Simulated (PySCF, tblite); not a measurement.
Isomers of C3H11ClOSi2. Method: GFN2-xTB as coded in tblite; computed harmonic values from a numerical Hessian at the method's own geometry, unscaled. Against measured fundamentals such values can be off by several per cent, at times by over 20. Modes of hydrogen on silicon can be 10 to 20 % off. One conformer each.

Electronic energies: PBE0/pcSseg-1 single points on the GFN2-xTB geometries (PySCF, gas phase).

```
                    SMILES  electronic energy, lowest = 0 (kJ/mol)
      CO[Si@H](C)[SiH2]CCl                                     0.8
C[C@@]([SiH3])(Cl)CO[SiH3]                                    64.3
        COC[SiH2][SiH2]CCl                                   155.1
      CO[Si@H](CCl)[SiH2]C                                     0.0
```

How do GFN2-xTB zero-point energies change the relative energies?

```json
{"SMILES": "CO[Si@H](CCl)[SiH2]C", "ZPE (kJ/mol)": "342.5", "of it from modes above 1550 cm⁻¹": "182.4", "electronic (kJ/mol)": "0.0", "with ZPE, lowest = 0 (kJ/mol)": "0.0", "lowest mode (cm⁻¹)": "27", "rings": "0"}
{"SMILES": "CO[Si@H](C)[SiH2]CCl", "ZPE (kJ/mol)": "342.2", "of it from modes above 1550 cm⁻¹": "182.4", "electronic (kJ/mol)": "0.8", "with ZPE, lowest = 0 (kJ/mol)": "0.5", "lowest mode (cm⁻¹)": "5", "rings": "0"}
{"SMILES": "C[C@@]([SiH3])(Cl)CO[SiH3]", "ZPE (kJ/mol)": "329.9", "of it from modes above 1550 cm⁻¹": "171.0", "electronic (kJ/mol)": "64.3", "with ZPE, lowest = 0 (kJ/mol)": "51.7", "lowest mode (cm⁻¹)": "33", "rings": "0"}
{"SMILES": "COC[SiH2][SiH2]CCl", "ZPE (kJ/mol)": "336.5", "of it from modes above 1550 cm⁻¹": "175.7", "electronic (kJ/mol)": "155.1", "with ZPE, lowest = 0 (kJ/mol)": "149.0", "lowest mode (cm⁻¹)": "30", "rings": "0"}
```

The zero-point energies span 12.6 kJ/mol, from `C[C@@]([SiH3])(Cl)CO[SiH3]` to `CO[Si@H](CCl)[SiH2]C`. The order is unchanged.

And how do the electronic energies of GFN2-xTB itself compare?

`CO[Si@H](CCl)[SiH2]C` 114.7; `CO[Si@H](C)[SiH2]CCl` 112.7; `C[C@@]([SiH3])(Cl)CO[SiH3]` 0.0; `COC[SiH2][SiH2]CCl` 256.7 kJ/mol, lowest = 0. Against the energies above, taken from the same isomer `CO[Si@H](CCl)[SiH2]C`, the largest difference is 179.0 kJ/mol.

What do entropy and thermal enthalpy add at 298.15 K and 1 bar (rigid rotor, harmonic oscillator, one conformer each)?

```json
{"SMILES": "CO[Si@H](CCl)[SiH2]C", "point group": "C1", "symmetry number": "1", "S (J/(mol K))": "478.7", "H − H(0) (kJ/mol)": "35.31", "ZPE + H − H(0) − TS (kJ/mol)": "235.1"}
{"SMILES": "C[C@@]([SiH3])(Cl)CO[SiH3]", "point group": "C1", "symmetry number": "1", "S (J/(mol K))": "443.1", "H − H(0) (kJ/mol)": "32.62", "ZPE + H − H(0) − TS (kJ/mol)": "230.4"}
{"SMILES": "COC[SiH2][SiH2]CCl", "point group": "C1", "symmetry number": "1", "S (J/(mol K))": "465.3", "H − H(0) (kJ/mol)": "33.73", "ZPE + H − H(0) − TS (kJ/mol)": "231.5"}
```

Not tabulated: `CO[Si@H](C)[SiH2]CCl` (lowest mode only 5 cm⁻¹).
